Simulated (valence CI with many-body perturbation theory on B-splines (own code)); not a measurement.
**E1 line list for Ti⁸⁺**

Method: configuration interaction combined with many-body perturbation theory (CI+MBPT): four valence electrons over a frozen Dirac-Fock core [Ne], radial functions for each j: 11 s, 11 p, 9 d, 7 f, 5 g, 2 h, 1 i, with the one-electron correlation potential Σ1, the two-electron term Σ2, the three-electron term Σ3, Breit, model QED; selected CI, second order for the rest, scaled by the run's own slope (own B-spline code, finite nucleus).

No measured spectrum was set against this ion. As an estimate, levels of excited configurations hold to 0.05 to 0.15 % of their energy, terms of the ground configuration to about 0.5 %.

Lines 151 to 200 of 225 in falling wavelength, among levels below 590010 cm⁻¹, chosen from the strongest by gf and those to the six lowest levels. Wavelengths and rates use the calculated energies, so an error of 100 cm⁻¹ moves a line at 290.6 Å by 0.029 % and its rate by three times that or more. Electric multipoles are in the length gauge, E1 and E2 with the static RPA response of the core. Weak lines are less certain than strong ones. Lines between different terms over intervals too small for the method are left out, as are lines whose strength nearly cancels. The highest levels of a list are the least certain.

Names give the largest LS component (configuration and term), which can be under half, so a name can repeat, a term be missing and a line seem to break the LS rules; names also repeat where a configuration has a term twice. Letters in brackets count levels of one name in rising energy.

| λ vac (Å) | Upper | Lower | A (s⁻¹) | log gf | Branch % |
| --- | --- | --- | --- | --- | --- |
| 290.6 | 3s.3p2.3d 3D_2 [a] | 3s.3p3 3D°_3 | 5.35e+09 | -0.47 | 19.2 |
| 290.3 | 3s.3p2.3d 3P_0 [b] | 3s.3p3 3P°_1 | 2.97e+10 | -0.43 | 90.5 |
| 290.3 | 3s.3p2.3d 3D_3 [a] | 3s.3p3 3D°_3 | 2.35e+10 | 0.32 | 83.1 |
| 290.3 | 3s.3p2.3d 3D_1 [a] | 3s.3p3 3D°_2 | 7.91e+09 | -0.52 | 29.0 |
| 290.2 | 3s.3p2.3d 3D_1 [a] | 3s.3p3 3D°_1 | 1.86e+10 | -0.15 | 68.1 |
| 290.0 | 3s.3p2.3d 3D_2 [a] | 3s.3p3 3D°_2 | 1.70e+10 | 0.03 | 60.9 |
| 289.9 | 3s.3p2.3d 3D_2 [a] | 3s.3p3 3D°_1 | 4.61e+09 | -0.54 | 16.5 |
| 289.7 | 3s.3p2.3d 3P_1 [b] | 3s.3p3 3P°_2 | 9.74e+09 | -0.43 | 29.8 |
| 289.7 | 3s.3p2.3d 3D_3 [a] | 3s.3p3 3D°_2 | 3.21e+09 | -0.55 | 11.3 |
| 289.7 | 3s.3p2.3d 3P_1 [b] | 3s.3p3 3P°_1 | 9.80e+09 | -0.43 | 29.9 |
| 289.6 | 3s.3p2.3d 3P_1 [b] | 3s.3p3 3P°_0 | 1.03e+10 | -0.41 | 31.4 |
| 289.5 | 3s2.3p.3d 3P°_2 [a] | 3s2.3p2 3P_2 | 1.17e+10 | -0.13 | 33.7 |
| 288.5 | 3s.3p2.3d 3P_2 [b] | 3s.3p3 3P°_2 | 2.41e+10 | 0.18 | 73.4 |
| 288.4 | 3s.3p2.3d 3P_2 [b] | 3s.3p3 3P°_1 | 6.50e+09 | -0.39 | 19.8 |
| 287.7 | 3s.3p2.3d 1G_4 | 3s.3p3 3D°_3 | 3.41e+08 | -1.42 | 61.0 |
| 286.1 | 3s2.3p.3d 3P°_1 | 3s2.3p2 3P_2 | 9.47e+09 | -0.46 | 29.5 |
| 286.0 | 3s2.3p.3d 3P°_2 [a] | 3s2.3p2 3P_1 | 9.74e+09 | -0.22 | 28.1 |
| 285.3 | 3s2.3p.3d 3P°_2 [b] | 3s2.3p2 3P_2 | 2.46e+09 | -0.82 | 6.8 |
| 285.0 | 3s2.3p.3d 1P°_1 | 3s2.3p2 1S_0 | 3.96e+10 | 0.16 | 99.5 |
| 284.4 | 3s.3p2.3d 1F_3 | 3s.3p3 3D°_3 | 9.51e+08 | -1.09 | 7.4 |
| 283.8 | 3s.3p2.3d 1F_3 | 3s.3p3 3D°_2 | 6.11e+08 | -1.29 | 4.8 |
| 282.8 | 3s2.3p.3d 3P°_1 | 3s2.3p2 3P_1 | 1.73e+09 | -1.21 | 5.4 |
| 282.0 | 3s2.3p.3d 3P°_2 [b] | 3s2.3p2 3P_1 | 7.73e+09 | -0.34 | 21.4 |
| 281.5 | 3s2.3p.3d 3P°_0 | 3s2.3p2 3P_1 | 3.11e+10 | -0.43 | 100.0 |
| 281.4 | 3s.3p2.3d 3S_1 | 3s.3p3 3P°_2 | 1.84e+10 | -0.18 | 56.2 |
| 281.3 | 3s.3p2.3d 3S_1 | 3s.3p3 3P°_1 | 8.55e+09 | -0.52 | 26.2 |
| 281.2 | 3s.3p2.3d 3S_1 | 3s.3p3 3P°_0 | 1.98e+09 | -1.15 | 6.1 |
| 280.3 | 3s2.3p.3d 3P°_1 | 3s2.3p2 3P_0 | 2.06e+10 | -0.14 | 64.3 |
| 280.0 | 3s2.3p.3d 3D°_1 | 3s2.3p2 3P_2 | 4.58e+09 | -0.79 | 9.7 |
| 280.0 | 3s.3p2.3d 5P_3 | 3s.3p3 5S°_2 | 3.96e+10 | 0.51 | 99.9 |
| 279.1 | 3s2.3p.3d 3D°_2 | 3s2.3p2 3P_2 | 2.07e+10 | 0.08 | 44.1 |
| 278.8 | 3s.3p2.3d 5P_2 | 3s.3p3 5S°_2 | 4.00e+10 | 0.37 | 99.8 |
| 278.7 | 3s2.3p.3d 3D°_3 | 3s2.3p2 3P_2 | 4.66e+10 | 0.58 | 99.0 |
| 278.3 | 3s.3p2.3d 3D_1 [c] | 3s.3p3 3P°_1 | 2.77e+09 | -1.02 | 10.2 |
| 278.2 | 3s.3p2.3d 3D_1 [c] | 3s.3p3 3P°_0 | 5.19e+09 | -0.74 | 19.1 |
| 278.0 | 3s.3p2.3d 5P_1 | 3s.3p3 5S°_2 | 4.04e+10 | 0.15 | 99.9 |
| 276.8 | 3s2.3p.3d 3D°_1 | 3s2.3p2 3P_1 | 2.61e+10 | -0.05 | 55.3 |
| 275.8 | 3s2.3p.3d 3D°_2 | 3s2.3p2 3P_1 | 2.57e+10 | 0.17 | 54.8 |
| 274.5 | 3s.3p2.3d 3F_2 [b] | 3s.3p3 3D°_3 | 4.95e+08 | -1.55 | 1.5 |
| 274.4 | 3s2.3p.3d 3D°_1 | 3s2.3p2 3P_0 | 1.64e+10 | -0.26 | 34.7 |
| 273.9 | 3s.3p2.3d 3F_2 [b] | 3s.3p3 3D°_2 | 8.20e+09 | -0.34 | 24.5 |
| 273.9 | 3s.3p2.3d 3F_2 [b] | 3s.3p3 3D°_1 | 2.07e+10 | 0.07 | 61.9 |
| 272.9 | 3s.3p2.3d 3F_3 [b] | 3s.3p3 3D°_3 | 7.10e+09 | -0.26 | 20.6 |
| 272.4 | 3s.3p2.3d 3F_3 [b] | 3s.3p3 3D°_2 | 2.36e+10 | 0.26 | 68.4 |
| 271.0 | 3s.3p2.3d 3D_1 [b] | 3s.3p3 3D°_2 | 1.83e+09 | -1.22 | 8.1 |
| 270.9 | 3s.3p2.3d 3D_1 [b] | 3s.3p3 3D°_1 | 5.84e+09 | -0.72 | 25.8 |
| 270.8 | 3s.3p2.3d 3D_2 [b] | 3s.3p3 3D°_3 | 6.31e+08 | -1.46 | 2.9 |
| 270.6 | 3s.3p2.3d 3F_4 [b] | 3s.3p3 3D°_3 | 3.42e+10 | 0.53 | 92.7 |
| 270.2 | 3s.3p2.3d 3D_2 [b] | 3s.3p3 3D°_2 | 2.57e+09 | -0.85 | 11.8 |
| 270.2 | 3s.3p2.3d 3D_2 [b] | 3s.3p3 3D°_1 | 3.51e+09 | -0.72 | 16.1 |

Problem. How does gf follow from A for the line at 274.5 Å?

Solution. gf = 1.4992 × (2J+1)_upper × A / σ², with σ = 364353 cm⁻¹ and 2J+1 = 5: gf = 0.0279.
